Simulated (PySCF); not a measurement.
## Potential energy of BaNa along the bond

Set-up: basis Ba x2c-TZVPall, Na x2c-TZVPall; spin-free X2C with a Gaussian nucleus; PySCF 2.14. Energies in eV from Ba + Na in their ground configurations at the same level. State: ²Σ⁺ (doublet), unpaired electrons σ ↑.

All columns are PBE0. A positive dipole means Ba(−)Na(+).

| R (Å) | E (eV) | μ (D) | Mulliken charge on Ba (basis-dependent) | HOMO (eV) | LUMO (eV) | Mayer bond order | ⟨S²⟩ |
| --- | --- | --- | --- | --- | --- | --- | --- |
| 3.386 | -0.219 | -0.61 | 0.13 | -2.98 | -1.52 | 0.87 | 0.76 |
| 3.543 | -0.305 | -0.55 | 0.11 | -3.00 | -1.56 | 0.85 | 0.76 |
| 3.701 | -0.352 | -0.53 | 0.09 | -3.03 | -1.60 | 0.82 | 0.77 |
| 3.819 | -0.369 | -0.52 | 0.08 | -3.05 | -1.63 | 0.79 | 0.77 |
| 3.937 | -0.373 | -0.51 | 0.07 | -3.07 | -1.66 | 0.76 | 0.77 |
| 4.055 | -0.368 | -0.51 | 0.06 | -3.09 | -1.68 | 0.72 | 0.77 |
| 4.213 | -0.350 | -0.50 | 0.04 | -3.12 | -1.71 | 0.67 | 0.78 |
| 4.409 | -0.317 | -0.47 | 0.03 | -3.16 | -1.74 | 0.60 | 0.78 |
| 4.646 | -0.270 | -0.42 | 0.02 | -3.21 | -1.76 | 0.50 | 0.78 |
| 4.961 | -0.207 | -0.30 | 0.01 | -3.28 | -1.77 | 0.39 | 0.78 |

A fit through these points gives, at Re = 3.925 Å, μ = -0.51 D and dμ/dR = 0.0349 D/Å; the reduced mass is 19.7 u.

Question: How strong is the fundamental in the double-harmonic approximation, I = 42.26·(dμ/dR)²/μred km/mol?

Answer: I = 42.26·(0.0349)²/19.7 = 0.00261 km/mol at PBE0.

The bond is weak. Basis-set superposition, not corrected here, can be much of De in a small basis, most of all at correlated wavefunction levels. Functionals without a dispersion term scatter widely for such bonds, and LDA overbinds them. Spin–orbit coupling is left out. The state was picked by a PBE0 search and need not be the measured ground state.
